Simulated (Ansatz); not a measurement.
CH9NOSi2, SMILES `C[SiH](N)[SiH2]O`, 14 atoms. Charge 0, multiplicity 1. All runs use 4 threads of an Intel Xeon Platinum 8488C on a shared host. Correlated methods freeze the cores.

(1) Give the basis size and wall time and peak host memory of each of these runs in Ansatz. RKS SPW92 (LDA)/def2-TZVPP energy; RKS ωB97M-V/def2-SVP energy; RHF-CCSD(T)/def2-TZVPP energy; RKS ωB97X-V/def2-TZVPP energy; RKS ωB97M-V/def2-QZVPP energy; RKS PBE0-D4/def2-TZVP relaxation (11 steps); RKS PBE0-D4/def2-TZVP frequencies; direct RPA on PBE orbitals/def2-TZVPP energy; RKS PBE0-D4/def2-TZVPP energy; RKS PBE0-D4/def2-SVP energy; RKS PBE0-D4/def2-QZVPP energy; RHF-MP2/def2-QZVPP energy. (Estimate.)

Results:

(1) Computed: Other jobs shared the machine, so times are rough.

```
                                level                    job  functions  wall time  peak host memory (GiB)
                 RKS PBE0-D4/def2-SVP                 energy        123      1.1 s                    0.51
           RKS SPW92 (LDA)/def2-TZVPP                 energy        303      1.2 s                    0.47
               RKS PBE0-D4/def2-TZVPP                 energy        303      3.2 s                    0.91
                 RKS ωB97M-V/def2-SVP                 energy        123      3.4 s                    0.51
direct RPA on PBE orbitals/def2-TZVPP                 energy        303        6 s                    0.88
               RKS ωB97X-V/def2-TZVPP                 energy        303        7 s                     1.1
               RKS PBE0-D4/def2-QZVPP                 energy        581      9.5 s                     2.6
               RKS ωB97M-V/def2-QZVPP                 energy        581       19 s                     2.9
                   RHF-MP2/def2-QZVPP                 energy        581       26 s                     4.6
                RKS PBE0-D4/def2-TZVP  relaxation (11 steps)        221       34 s                    0.66
                RKS PBE0-D4/def2-TZVP            frequencies        221    2.8 min                    0.66
               RHF-CCSD(T)/def2-TZVPP                 energy        303    6.7 min                     3.9
```
